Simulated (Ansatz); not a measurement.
Geometry optimisation, RKS CAM-B3LYP-D4/def2-SVP in Ansatz.

input.yaml

```yaml
crystal:
  periodic: [false, false, false]
  atoms:
    - { symbol: Sn, position_ang: [-1.087722, -0.659976, -0.600375] }
    - { symbol: C, position_ang: [0.348271, 0.915864, -0.903164] }
    - { symbol: H, position_ang: [-0.398079, -2.192135, -0.898757] }
    - { symbol: H, position_ang: [-1.755583, -0.611246, 0.97279] }
    - { symbol: H, position_ang: [-2.378866, -0.423721, -1.705995] }
    - { symbol: H, position_ang: [1.361582, 0.321261, 1.162884] }
    - { symbol: S, position_ang: [1.561254, -0.685829, 2.043119] }
    - { symbol: H, position_ang: [1.375942, 0.520606, -0.920935] }
    - { symbol: H, position_ang: [0.261635, 1.682735, -0.116255] }
    - { symbol: H, position_ang: [0.152865, 1.401818, -1.873223] }
    - { symbol: H, position_ang: [0.5586, -0.269477, 2.84001] }
basis:
  gaussian: { orbitals: def2-SVP }
hamiltonian:
  xc: cam_b3lyp
  dispersion: d4
relax:
  f_tol: 0.03
  max_steps: 50
```

Launched with:

```bash
$ ansatz run input.yaml --threads 4 --pin off --max-ram 5120MiB --backend cpu --events-out ev --progress --plain --runs-dir out
```

Question: Where does it end, and by what steps?

Answer: The run converged. The force dipped under the threshold on the way, but the program's further checks kept it going. After 34 steps the energy has fallen by 0.104 eV; H6 moved furthest, 1.33 Å.

| step | energy less start (eV) | largest force component (eV/Å) | accepted |
| --- | --- | --- | --- |
| 0 | 0.0000 | 0.264 | yes |
| 2 | -0.0563 | 0.274 | yes |
| 4 | -0.0695 | 0.162 | yes |
| 6 | -0.0779 | 0.025 | yes |
| 8 | -0.0799 | 0.094 | yes |
| 10 | -0.0844 | 0.140 | yes |
| 12 | -0.0906 | 0.059 | yes |
| 14 | -0.0947 | 0.089 | yes |
| 16 | -0.0965 | 0.137 | yes |
| 18 | -0.0984 | 0.053 | yes |
| 20 | -0.0994 | 0.125 | yes |
| 22 | -0.1006 | 0.016 | yes |
| 24 | -0.1011 | 0.071 | yes |
| 26 | -0.1016 | 0.056 | yes |
| 28 | -0.1019 | 0.156 | no |
| 30 | -0.1027 | 0.044 | yes |
| 32 | -0.1030 | 0.172 | no |
| 34 | -0.1039 | 0.029 | yes |

```xyz
11
Properties=species:S:1:pos:R:3
Sn -1.165 -0.496 -0.576
C 0.235 1.003 -1.209
H -0.498 -2.063 -0.743
H -1.596 -0.256 1.066
H -2.595 -0.406 -1.519
H 1.488 0.481 2.477
S 1.903 -0.714 2.010
H 1.157 0.907 -0.622
H -0.189 2.006 -1.061
H 0.471 0.873 -2.274
H 0.790 -1.335 2.452
```

Time of the run: 97 s on 4 threads of Arm Neoverse N1 (shared host), peak memory 0.26 GiB.
